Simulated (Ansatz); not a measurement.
C₂H₉BOS, relaxed with RKS PBE0-D4/def2-TZVP in the Gaussian-basis code of Ansatz from a PBE-D4/def2-SVP geometry. The force threshold is 0.005 eV/Å; the program also tests the step.

Charge 0, multiplicity 1. The bonds changed during the relaxation, so this is another structure than the one it started from.

Start:

```xyz
14

C     1.494    0.375    0.011
B     0.175   -0.253   -0.590
C    -0.906    0.615   -1.354
O     0.009   -1.612   -0.415
S    -1.206   -0.317    2.682
H     2.167    0.678   -0.822
H     2.057   -0.325    0.659
H     1.282    1.306    0.576
H    -0.442    1.366   -2.026
H    -1.475    1.194   -0.592
H    -1.646    0.030   -1.941
H    -0.804   -1.930   -0.851
H     0.071    0.099    2.903
H    -0.776   -1.224    1.759
```

```csv
step,energy (eV),largest force (eV/Å),largest move (Å)
1,-15774.2356,0.675,0.000
2,-15774.2821,0.270,0.179
3,-15774.2893,0.088,0.078
4,-15774.2906,0.041,0.041
5,-15774.2912,0.047,0.038
6,-15774.2916,0.062,0.044
7,-15774.2918,0.033,0.018
8,-15774.2919,0.005,0.017
9,-15774.2919,0.006,0.021
10,-15774.2919,0.007,0.023
11,-15774.2919,0.009,0.005
12,-15774.2920,0.004,0.004
```

End:

```xyz
14

C     1.438    0.369    0.015
B     0.142   -0.236   -0.631
C    -0.884    0.641   -1.437
O    -0.067   -1.576   -0.449
S    -1.108   -0.469    2.851
H     2.159    0.602   -0.778
H     1.928   -0.310    0.715
H     1.233    1.318    0.518
H    -0.388    1.391   -2.059
H    -1.494    1.199   -0.717
H    -1.571    0.070   -2.069
H    -0.860   -1.891   -0.892
H     0.053    0.186    3.003
H    -0.581   -1.294    1.930
```

It took 37 s on 4 threads of a server CPU on a shared host, with 0.6 GiB of host memory at the peak.
